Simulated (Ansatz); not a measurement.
`[CH3][Ti]([OH])([Cl])[Cl]` + H₂O → `[OH][Ti]([OH])([Cl])[Cl]` + CH₄ at 600 K and 1 bar (formal hydrolysis of a Ti–C bond).

Calculated with Ansatz (gas phase, PBE0-D4/def2-TZVP geometries, no zero-point term in ΔE). CCSD(T)/CBS adds triple-zeta CCSD(T) − MP2 to the extrapolated MP2 energy (def2 sets, frozen cores). This one scheme is used for every species. For Ti outer-core shells are correlated without core-valence functions, which leaves a few kJ/mol of doubt a bond. Scalar relativity is left out up to krypton. Each species was taken in one conformer, which may not be the lowest.

```csv
species,CCSD(T)/CBS energy (Eh),H − E (kJ/mol),S (J/(mol·K))
`[CH3][Ti]([OH])([Cl])[Cl]`,-1884.30053,200.3,491.8
H₂O,-76.37941,76.8,212.8
`[OH][Ti]([OH])([Cl])[Cl]`,-1920.27279,136.9,470.3
CH₄,-40.46206,140.4,215.7
```

H − E and S are ideal-gas, rigid-rotor, harmonic terms from PBE0-D4/def2-TZVP, for one conformer and one mirror image of each species. 1 Eh = 2625.50 kJ/mol, R = 8.31446 J/(mol·K).

Task: By hand: ΔE, ΔH, ΔS and ΔG.

Result: ΔE = (-1920.27279) + (-40.46206) − (-1884.30053) − (-76.37941) = -0.05491 Eh = -144.2 kJ/mol. Δ(H − E) = 136.9 + 140.4 − 200.3 − 76.8 = 0.2, so ΔH = -144.0 kJ/mol. ΔS = 470.3 + 215.7 − 491.8 − 212.8 = -18.6 J/(mol·K). ΔG = -144.0 − 600 × (-18.6)/1000 = -132.8 kJ/mol.

Task: By hand: the equilibrium constant, and the temperature at which ΔG would vanish if ΔH and ΔS stayed fixed.

Result: log₁₀ K = −ΔG/(RT ln 10) = 11.6. ΔG = 0 at ΔH/ΔS = 7742 K, far beyond where these terms or the molecules hold.

ΔH outweighs TΔS. A doubt of 5 kJ/mol in ΔE shifts log₁₀ K by 0.4 here. Other conformers and mirror images would add mixing entropy, several J/(mol·K) or more a flexible species. These are equilibria of isolated gas molecules and say nothing of rates. Largest T1 diagnostic: 0.024 (customary marks: 0.02 for closed shells, 0.045 for open ones).
